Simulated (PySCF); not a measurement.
How the method moves the HOMO and LUMO of `C=C([S-])[O][GeH3]`

Species: C2H5GeOS (charge -1).
Z-matrix (Å and degrees, PBE0-D3(BJ)/def2-SVP geometry), rows numbered from 1:
```
C 
C   1  1.3553
S   2  1.7421  1  128.19
O   2  1.3618  1  119.54  3   179.95
Ge  4  1.8387  2  110.91  1  -179.66
H   1  1.0899  2  120.60  3     0.00
H   1  1.0932  2  119.77  3  -179.89
H   5  1.5520  4  120.48  2   -75.85
H   5  1.5856  4   92.06  2   179.45
H   5  1.5522  4  120.88  2    74.76
```

Basis pcSseg-2 throughout (PySCF), one geometry. Geometry: PBE0-D3(BJ)/def2-SVP, one conformer, isolated ion. The calculation is non-relativistic, for germanium too.

Task: How do the orbital energies and the gap change with the method?

Result: 
```
   method                    kind  HOMO (eV)  LUMO (eV)  gap (eV)  SCF cycles
     BLYP                     GGA       0.22       3.06      2.84          15
     OPBE                     GGA       0.13       3.28      3.15          15
    B97-D                     GGA       0.12       3.09      2.98          15
      KT3                     GGA       0.08       3.05      2.98          15
      PBE                     GGA       0.07       3.03      2.97          15
      KT2                     GGA       0.03       2.98      2.95          15
     BP86                     GGA      -0.04       2.97      3.01          15
      LDA                     LDA      -0.10       2.80      2.90          15
    B97-2           global hybrid      -0.72       3.83      4.54          13
    B3LYP           global hybrid      -0.75       3.54      4.29          13
     PBE0           global hybrid      -0.96       3.83      4.79          13
 mPW1PW91           global hybrid      -0.97       3.84      4.81          13
BHandHLYP           global hybrid      -1.85       4.55      6.40          12
CAM-B3LYP  range-separated hybrid      -2.17       4.65      6.83          12
  wB97X-D  range-separated hybrid      -2.72       5.47      8.19          13
       HF            Hartree–Fock      -3.24       6.51      9.75          12
  LC-wPBE  range-separated hybrid      -3.45       5.82      9.27          14
```

The HOMO spans 3.68 eV, from BLYP down to LC-wPBE, and the gap runs from 2.84 eV (BLYP) to 9.75 eV (HF). Over the methods BLYP (0 %), OPBE (0 %), B97-D (0 %), KT3 (0 %), PBE (0 %), KT2 (0 %), BP86 (0 %), LDA (0 %), B97-2 (21 %), B3LYP (20 %), PBE0 (25 %), mPW1PW91 (25 %), BHandHLYP (50 %), HF (100 %), a straight line through the gap against the share of exact exchange rises by 0.68 eV for each 10 % (correlation coefficient 0.999). Where the HOMO energy of this anion is positive, the outermost electrons may be held by the finite basis alone.
